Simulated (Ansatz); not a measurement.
One change: `Cl[CH2][GeH2][SeH]` becomes `B[CH2][GeH2][SeH]`.

Ansatz, PBE0-D4/def2-TZVP geometries, multiplicity 1. Each molecule was computed in one conformer, which needn't be the lowest.

Scalar relativity is left out up to krypton.

```tsv
property	`Cl[CH2][GeH2][SeH]`
HOMO–LUMO gap (ωB97M-V/def2-TZVPP) / eV	10.75
size of the dipole moment (ωB97M-V/def2-TZVPP) / D	2.37
size of the dipole moment (PBE/def2-TZVPP) / D	2.22
HOMO energy (PBE/def2-TZVPP) / eV	-5.86
HOMO–LUMO gap (PBE0/def2-TZVPP) / eV	6.76
LUMO energy (ωB97M-V/def2-TZVPP) / eV	1.57
```

(1) Give the same properties after the change, and the shifts. (An estimate is asked.)

Answers

(1) The calculation gave: 
```json
{"property": "HOMO–LUMO gap (ωB97M-V/def2-TZVPP) / eV", "`B[CH2][GeH2][SeH]`": "9.54", "shift": "-1.21"}
{"property": "size of the dipole moment (ωB97M-V/def2-TZVPP) / D", "`B[CH2][GeH2][SeH]`": "1.82", "shift": "-0.55"}
{"property": "size of the dipole moment (PBE/def2-TZVPP) / D", "`B[CH2][GeH2][SeH]`": "1.80", "shift": "-0.42"}
{"property": "HOMO energy (PBE/def2-TZVPP) / eV", "`B[CH2][GeH2][SeH]`": "-5.85", "shift": "0.01"}
{"property": "HOMO–LUMO gap (PBE0/def2-TZVPP) / eV", "`B[CH2][GeH2][SeH]`": "5.51", "shift": "-1.25"}
{"property": "LUMO energy (ωB97M-V/def2-TZVPP) / eV", "`B[CH2][GeH2][SeH]`": "0.40", "shift": "-1.17"}
```

Dipoles are sizes alone; their direction can turn.

Spin–orbit coupling is left out; it splits and shifts lone-pair levels of the heavy atoms by tenths of an eV.
